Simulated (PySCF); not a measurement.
An excited-state table with gaps

Compound: C5H16N2Si2.
SMILES: `CCC[Si@H]1N[Si@@H](CC)N1`

Method: PySCF 2.14.0, density-fitted response routines, TDDFT PBE0/def2-SVPD, vertical, gas phase, core orbitals frozen in the response. Geometry: PBE0-D3(BJ)/def2-SVP, one conformer, isolated molecule. Torsions of this conformer, `[CH3:1][CH2:2][CH2:3][Si@H:4]1[NH:5][Si@@H:6]([CH2:7][CH3:8])[NH:9]1`: C1–C2–C3–Si4 179°, C2–C3–Si4–N5 65°, N5–Si6–C7–C8 166°.

Orbital energies (eV): HOMO-3 -8.87, HOMO-2 -8.16, HOMO-1 -7.01, HOMO -6.89, LUMO 0.18, LUMO+1 0.69, LUMO+2 0.98.

Lowest singlets, with some entries withheld (?).

| state | E (eV) | f | main configurations (H = HOMO, L = LUMO) |
| --- | --- | --- | --- |
| S1 | 5.80 | ? | H→L (96%) |
| S2 | 5.87 | ? | H-1→L (97%) |
| S3 | 6.59 | ? | H-1→L+1 (48%), H→L+1 (36%) |
| S4 | 6.62 | ? | H→L+1 (52%), H-1→L+1 (32%) |
| S5 | 6.96 | ? | H→L+2 (77%), H→L+3 (11%) |
| S6 | 7.04 | ? | H→L+3 (40%), H-2→L (25%), H→L+2 (13%) |
| S7 | 7.10 | ? | H-1→L+2 (48%), H→L+3 (20%), H-2→L (9%) |
| S8 | 7.12 | ? | H-2→L (34%), H-1→L+2 (27%), H→L+3 (14%) |
| S9 | 7.17 | ? | H-1→L+3 (61%), H-1→L+1 (14%), H-1→L+2 (12%) |
| S10 | 7.36 | ? | H-1→L+4 (37%), H→L+4 (31%), H-2→L (13%) |

(1) Fill in the withheld entries.

(2) How far apart are S5 and S9, in eV and cm⁻¹?

(3) Which level carries the most intensity, and what share of the listed sum of f?

(4) What is the vertical ionisation energy by ΔSCF at this level?

## Answers

(1) 
- S1: f = 0.0033
- S2: f = 0.025
- S3: f = 0.0043
- S4: f = 0.0031
- S5: f = 0.072
- S6: f = 0.028
- S7: f = 0.015
- S8: f = 0.017
- S9: f = 0.0046
- S10: f = 0.0022

(2) 7.168 − 6.957 = 0.211 eV, or about 1700 cm⁻¹.

(3) S5, with f = 0.072 of 0.174, 41%.

(4) 8.50 eV; −ε(HOMO) is 6.89 eV.

Without π bonds the low states are Rydberg-like; a valence basis with one diffuse set may place them up to an eV too high.
